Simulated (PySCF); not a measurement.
Below is a simulated gas-phase C 1s photoelectron spectrum of GeH2Me(NMe2) (`[H][Ge]([H])([CH3])[N](C)C`).

Every computed line was given a Gaussian of 0.7 eV full width at half maximum and an area set by the number of equivalent atoms; the highest printed point is 100. Method: delta-SCF UKS SCAN, pcX-2 on the ionised atom, pcseg-1 elsewhere, spin-free X2C (PySCF 2.14.0).

(binding energy (eV), intensity): (289.0, 0), (289.1, 0), (289.2, 1), (289.3, 3), (289.4, 6), (289.5, 11), (289.6, 19), (289.7, 28), (289.8, 38), (289.9, 46), (290.0, 50), (290.1, 49), (290.2, 42), (290.3, 33), (290.4, 24), (290.5, 18), (290.6, 18), (290.7, 23), (290.8, 35), (290.9, 53), (291.0, 73), (291.1, 90), (291.2, 100), (291.3, 99), (291.4, 87), (291.5, 69), (291.6, 48), (291.7, 30), (291.8, 17), (291.9, 9), (292.0, 4), (292.1, 2), (292.2, 1)

Task: Count the maxima, the lines and the sites behind this envelope.

Result: The curve has 2 maxima (at 290.0 and 291.2 eV). Under it lie 2 lines from 2 inequivalent carbon sites.

Task: Decompose the envelope and assign each component. Bonds: Ge1–C4, Ge1–N8, N8–C9, N8–C10. Hydrogens: H2, H3 on Ge1; H5, H6, H7 on C4; H11, H12, H13 on C9; H14, H15, H16 on C10.

Result: 
```tsv
position (eV)	relative area	line	atoms	environment
290.02	1	C 1s	C4	carbon bonded to Ge and 3 H
291.24	2	C 1s	C9/C10	carbon bonded to N and 3 H
```

Lowest listed C 1s: C4, bonded to 3 H and Ge. Highest, 1.22 eV above it: C9/C10, bonded to N and 3 H.

No satellites, vibrations or lifetime broadening are included. The first atom of each set that the bonding makes equivalent was ionised and stands for the set. The structure is a single PBE0-D3(BJ)/def2-SVP conformer in the gas phase; no vibrational or solvent corrections.

Time: 56 s; peak memory 0.56 GiB. Hardware: one thread of an AMD EPYC, no GPU, shared host with 64 logical CPUs at a one-minute load of 56.
